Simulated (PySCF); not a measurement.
CClF2, SMILES F[C](F)Cl, multiplicity 2. Geometry: PBE-D3(BJ)/def2-TZVP. The isomer is the one that the SMILES or the coordinates give; other isomers of the formula were not compared.

Level of theory: PBE-D3(BJ)/def2-TZVP in PySCF 2.14.0.

Harmonic wavenumbers (cm⁻¹): 351, 404, 579, 725, 1106, 1158. Rotational constants (GHz): 10.73, 4.830, 3.402; symmetry number 1.

**Question.** Work out the zero-point energy and the ideal-gas rigid-rotor harmonic-oscillator thermochemistry at 298.15 K and 1 atm.

**Answer.** ZPE = ½ Σ hcν = ½ × 4324 cm⁻¹ = 25.86 kJ/mol. H − E(el) = 38.36 kJ/mol. Entropy in J/(mol K): translation 164.22, rotation 104.66, vibration 12.49, spin 5.76, total 287.13. G − E(el) = -47.25 kJ/mol. Cp = 55.86 J/(mol K).
